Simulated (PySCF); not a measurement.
PySCF input for CH6Cl2OSi2, SMILES C[Si](Cl)(Cl)[SiH2]O, PBE0-D3(BJ)/def2-SVP. Geometry optimised at PBE0-D3(BJ)/def2-SVP. The structure was generated by enumeration, and PubChem lists no compound with its InChIKey, so it may never have been made. One conformer was computed; it need not be the lowest.

```python
import numpy as np
from pyscf import gto, scf, dft, df
from pyscf.hessian import thermo

mol = gto.M(
    atom='''
    C     1.73820712   -1.17561210   -0.83082975
    Si    0.50170905    0.00849398   -0.10453854
    Cl    1.33572895    1.90577901   -0.05151420
    Cl    0.12139156   -0.60466409    1.86082476
    Si   -1.64718953    0.03718444   -1.02865592
    O    -2.36171009   -1.39260326   -0.53958698
    H     1.31225905   -2.19031578   -0.85783406
    H     2.65507364   -1.19181292   -0.22241931
    H     1.99965688   -0.87289789   -1.85632186
    H    -2.35939935    1.25520706   -0.53214422
    H    -1.63972246    0.03396361   -2.51746763
    H    -2.23775154   -1.59809674    0.39430451
    ''',
    basis='def2-SVP',
    charge=0,
    spin=0,
    max_memory=1600,
    verbose=3,
)
mf = dft.RKS(mol, xc='pbe0').density_fit(auxbasis='def2-universal-jkfit')
mf.disp = 'd3bj'
mf.grids.level = 3
mf.conv_tol = 1e-11
mf.max_cycle = 100
mf.kernel()

# [left out here: the lines that compute and print the analytic Hessian (its translational invariance restored by hand, since the grid's response is missing), thermochemistry and intensities]
```

Program output:

```
[...]
       3  Cl                 0.01  0.02 -0.07    0.00 -0.01  0.03   -0.01 -0.02  0.08
       4  Si                 0.09 -0.02  0.05    0.04 -0.04 -0.05    0.04 -0.01  0.04
       5   O                -0.02  0.02 -0.01   -0.00  0.01  0.02    0.00  0.01 -0.01
       6   H                -0.03  0.05  0.05   -0.07  0.05  0.02    0.07 -0.05  0.03
       7   H                -0.09  0.11  0.09   -0.02  0.00 -0.01   -0.09  0.10  0.11
       8   H                -0.02  0.05  0.05   -0.06  0.04  0.01    0.14 -0.10 -0.02
       9   H                 0.08  0.01 -0.03    0.38 -0.04  0.48    0.05  0.03 -0.06
      10   H                 0.21 -0.02  0.05   -0.49  0.26 -0.05    0.21 -0.06  0.04
      11   H                 0.06 -0.11 -0.04   -0.01  0.11  0.04   -0.02 -0.05 -0.02
Mode                                12                  13                  14
Irrep
Freq [cm^-1]                      567.7140            708.6543            744.7109
Reduced mass [au]                   8.9860              1.1165              3.4803
Force const [Dyne/A]                1.7064              0.3304              1.1372
Char temp [K]                     816.8140           1019.5958           1071.4732
Normal mode                   x     y     z       x     y     z       x     y     z
       0   C                -0.01 -0.03  0.01    0.02 -0.03 -0.03    0.10 -0.11 -0.08
       1  Si                -0.08 -0.11  0.04   -0.01  0.02  0.01   -0.07  0.08  0.06
       2  Cl                 0.04  0.08  0.00   -0.00 -0.00 -0.00   -0.00 -0.01 -0.00
       3  Cl                 0.01  0.01 -0.04   -0.00  0.00 -0.00    0.00  0.00 -0.01
       4  Si                 0.02 -0.00 -0.00    0.01 -0.02 -0.02    0.01 -0.01  0.00
       5   O                 0.01  0.00  0.01   -0.03  0.00  0.03    0.01  0.01 -0.00
       6   H                 0.15 -0.09 -0.09    0.07 -0.05 -0.00    0.22 -0.17 -0.08
       7   H                -0.01  0.08  0.00   -0.01  0.01  0.03    0.07 -0.06 -0.03
       8   H                -0.04  0.11  0.04    0.10 -0.07 -0.03    0.21 -0.16 -0.07
       9   H                 0.09  0.00  0.07   -0.36 -0.35  0.25    0.13  0.07  0.01
      10   H                 0.00  0.05  0.00    0.41  0.51 -0.02   -0.17 -0.10  0.00
      11   H                 0.04 -0.02 -0.00    0.15  0.31  0.08   -0.07 -0.12 -0.03
Mode                                15                  16                  17
Irrep
Freq [cm^-1]                      787.9412            795.6258            825.4280
Reduced mass [au]                   1.3536              1.4009              1.6253
Force const [Dyne/A]                0.4951              0.5225              0.6524
Char temp [K]                    1133.6720           1144.7283           1187.6071
Normal mode                   x     y     z       x     y     z       x     y     z
       0   C                -0.10 -0.01 -0.06   -0.04 -0.09  0.08    0.03  0.02  0.01
       1  Si                 0.05 -0.01  0.02    0.02  0.04 -0.03   -0.01 -0.02 -0.01
       2  Cl                -0.00  0.00 -0.00   -0.01 -0.00  0.00    0.00  0.00 -0.00
       3  Cl                -0.00  0.00  0.00    0.00 -0.01  0.00    0.00  0.00  0.00
       4  Si                 0.02  0.01 -0.01    0.00 -0.01  0.00    0.01 -0.04  0.01
       5   O                -0.01  0.00  0.00    0.00  0.02 -0.00    0.05  0.13 -0.01
       6   H                 0.28 -0.16  0.04    0.34 -0.23 -0.33   -0.13  0.09  0.03
       7   H                -0.33  0.43  0.31    0.13  0.12 -0.17    0.07 -0.13 -0.06
       8   H                 0.26 -0.04  0.03   -0.31  0.47  0.16   -0.05 -0.04 -0.02
       9   H                -0.21 -0.11 -0.04   -0.09 -0.06  0.00   -0.45 -0.33  0.06
      10   H                -0.30 -0.05 -0.01   -0.01 -0.00  0.00   -0.20 -0.06  0.00
      11   H                -0.03 -0.08 -0.02   -0.02 -0.01 -0.01   -0.20 -0.35 -0.10
Mode                                18                  19                  20
Irrep
Freq [cm^-1]                      885.8574            917.9965            944.7256
Reduced mass [au]                   2.6338              1.1819              1.1552
Force const [Dyne/A]                1.2177              0.5868              0.6075
Char temp [K]                    1274.5516           1320.7926           1359.2497
Normal mode                   x     y     z       x     y     z       x     y     z
       0   C                 0.04 -0.00  0.02    0.01  0.00  0.00    0.01  0.00  0.00
       1  Si                -0.03 -0.00 -0.01   -0.01 -0.00  0.00   -0.00 -0.00 -0.00
       2  Cl                 0.00  0.00  0.00    0.00  0.00 -0.00    0.00  0.00  0.00
       3  Cl                 0.00 -0.00  0.01    0.00  0.00 -0.00    0.00  0.00 -0.00
       4  Si                 0.08  0.07 -0.01    0.01 -0.02  0.04   -0.00 -0.05  0.03
       5   O                -0.07 -0.11  0.04   -0.01  0.03 -0.07    0.02  0.03 -0.02
       6   H                -0.07  0.04 -0.02   -0.02  0.01  0.00   -0.01  0.01  0.00
       7   H                 0.10 -0.12 -0.09    0.02 -0.03 -0.02    0.01 -0.02 -0.00
       8   H                -0.08  0.01 -0.01   -0.01 -0.02 -0.01   -0.01 -0.00 -0.00
       9   H                -0.36 -0.11 -0.17   -0.15 -0.12  0.07   -0.03  0.21 -0.61
      10   H                -0.35  0.01 -0.02   -0.23 -0.44  0.04   -0.30  0.56  0.02
      11   H                -0.01 -0.07  0.04    0.40  0.62  0.02    0.07  0.18  0.01
Mode                                21                  22                  23
Irrep
Freq [cm^-1]                     1261.1818           1417.3971           1418.8717
Reduced mass [au]                   1.2694              1.0484              1.0488
Force const [Dyne/A]                1.1896              1.2409              1.2440
Char temp [K]                    1814.5598           2039.3189           2041.4405
Normal mode                   x     y     z       x     y     z       x     y     z
       0   C                 0.09 -0.09 -0.05   -0.03 -0.05  0.02    0.03 -0.00  0.05
       1  Si                -0.01  0.01  0.00   -0.00 -0.00  0.00    0.00 -0.00  0.00
       2  Cl                -0.00 -0.00 -0.00    0.00 -0.00 -0.00   -0.00  0.00 -0.00
       3  Cl                 0.00  0.00 -0.00    0.00  0.00  0.00   -0.00 -0.00  0.00
       4  Si                 0.00 -0.00 -0.00    0.00  0.00  0.00   -0.00 -0.00 -0.00
       5   O                -0.00  0.00  0.00    0.00  0.00 -0.00    0.00  0.00  0.00
       6   H                -0.45  0.14  0.20   -0.37  0.11  0.00   -0.19  0.11 -0.67
       7   H                -0.17  0.34  0.33    0.29  0.42 -0.45   -0.02  0.39  0.11
       8   H                -0.31  0.40  0.00    0.54  0.10  0.20   -0.20 -0.48 -0.16
       9   H                 0.01  0.00  0.01   -0.00 -0.00 -0.00    0.00  0.00  0.00
      10   H                 0.00  0.00 -0.00   -0.00  0.00  0.00    0.00  0.00 -0.00
      11   H                 0.00 -0.00 -0.00    0.00 -0.00 -0.00   -0.00 -0.00  0.00
Mode                                24                  25                  26
Irrep
Freq [cm^-1]                     2218.6500           2259.1587           3059.6851
Reduced mass [au]                   1.0390              1.0429              1.0346
Force const [Dyne/A]                3.0134              3.1360              5.7067
Char temp [K]                    3192.1433           3250.4264           4402.2057
Normal mode                   x     y     z       x     y     z       x     y     z
       0   C                -0.00 -0.00 -0.00    0.00 -0.00 -0.00    0.03 -0.03 -0.02
       1  Si                 0.00  0.00  0.00   -0.00  0.00  0.00   -0.00  0.00  0.00
       2  Cl                -0.00 -0.00 -0.00    0.00  0.00  0.00   -0.00 -0.00  0.00
       3  Cl                -0.00  0.00 -0.00    0.00 -0.00  0.00    0.00  0.00 -0.00
       4  Si                -0.02  0.03  0.01   -0.00  0.00  0.04    0.00 -0.00 -0.00
       5   O                -0.00  0.00 -0.00    0.00 -0.00  0.00   -0.00  0.00  0.00
       6   H                 0.00 -0.00 -0.00    0.00  0.00  0.00    0.23  0.53  0.01
       7   H                -0.00  0.00  0.00    0.00 -0.00 -0.00   -0.46  0.00 -0.31
       8   H                 0.00 -0.00 -0.00    0.00 -0.00  0.00   -0.13 -0.17  0.53
       9   H                 0.46 -0.79 -0.33    0.04 -0.06 -0.01    0.00 -0.00  0.00
      10   H                -0.01  0.01  0.09    0.01 -0.00 -0.98   -0.00  0.00  0.00
      11   H                -0.00  0.00 -0.00   -0.00  0.00  0.00    0.00  0.00  0.00
Mode                                27                  28                  29
Irrep
Freq [cm^-1]                     3173.0034           3176.5682           3891.7324
Reduced mass [au]                   1.1035              1.1038              1.0668
Force const [Dyne/A]                6.5459              6.5622              9.5192
Char temp [K]                    4565.2454           4570.3744           5599.3365
Normal mode                   x     y     z       x     y     z       x     y     z
       0   C                -0.04 -0.07  0.05    0.06  0.02  0.07   -0.00  0.00 -0.00
       1  Si                -0.00 -0.00  0.00    0.00  0.00  0.00    0.00 -0.00  0.00
       2  Cl                 0.00  0.00 -0.00   -0.00 -0.00 -0.00   -0.00 -0.00 -0.00
       3  Cl                 0.00  0.00 -0.00   -0.00 -0.00 -0.00    0.00  0.00 -0.00
       4  Si                 0.00 -0.00  0.00   -0.00  0.00  0.00   -0.00 -0.00 -0.00
       5   O                -0.00  0.00 -0.00    0.00 -0.00 -0.00   -0.01  0.02 -0.06
       6   H                 0.26  0.63  0.02   -0.13 -0.32  0.00    0.00 -0.00  0.00
       7   H                 0.02 -0.01  0.03   -0.65  0.01 -0.43   -0.00  0.00  0.00
       8   H                 0.15  0.17 -0.61    0.11  0.11 -0.37    0.00 -0.00 -0.00
       9   H                 0.00 -0.00 -0.00   -0.00  0.00 -0.00   -0.00 -0.00  0.00
      10   H                -0.00  0.00 -0.00    0.00 -0.00 -0.00   -0.00 -0.00  0.00
      11   H                 0.00  0.00 -0.00   -0.00  0.00 -0.00    0.11 -0.23  0.93
temperature 298.1500 [K]
pressure 101325.00 [Pa]
Rotational constants [GHz] 1.67358 1.06018 0.88265
Symmetry number 1
Zero-point energy (ZPE) 0.07290 [Eh]   191396.040 [J/mol]
                           tot       elec      trans        rot        vib
Entropy [J/mol/K]       419.154      0.000    172.129    124.297    122.727
Cv [J/mol/K]            138.134      0.000     12.472     12.472    113.191
Cp [J/mol/K]            146.449      0.000     20.786     12.472    113.191
Internal energy [J/mol]                      3718.434   3718.434 210190.538
Internal energy [Eh]   -1615.17678  -1615.25967
Enthalpy [J/mol]                             6197.391   3718.434 210190.538
Enthalpy [Eh]          -1615.17583
Gibbs free energy [J/mol]                  -45123.000 -33340.810 173599.461
Gibbs free energy [Eh] -1615.22343
mode   freq/cm-1   IR/(km/mol)
   1       44.72         4.373
   2       68.91         3.131
   3      111.04         3.255
   4      159.32         2.787
   5      173.15         0.879
   6      179.64         5.598
   7      194.23         6.618
   8      235.90         5.830
   9      337.43       135.417
  10      399.78        14.593
  11      508.47        27.228
  12      531.42        43.945
  13      567.71       106.225
  14      708.65        28.859
  15      744.71        47.181
  16      787.94       174.537
  17      795.63        50.391
  18      825.43        88.097
  19      885.86       159.498
  20      918.00       140.279
  21      944.73        88.459
  22     1261.18        25.900
  23     1417.40         6.810
  24     1418.87         5.199
  25     2218.65       107.537
  26     2259.16        94.826
  27     3059.69         0.063
  28     3173.00         0.079
  29     3176.57         0.053
  30     3891.73        86.347
max |gradient| / (hartree/bohr): 5.355788286129295e-05
APT charges: [-0.443   1.4216 -0.5735 -0.5933  1.0926 -0.8347  0.0491  0.0382  0.0461
 -0.2785 -0.2491  0.3245]
```

The run converged.

Cost: around 4 core-minutes (rough).
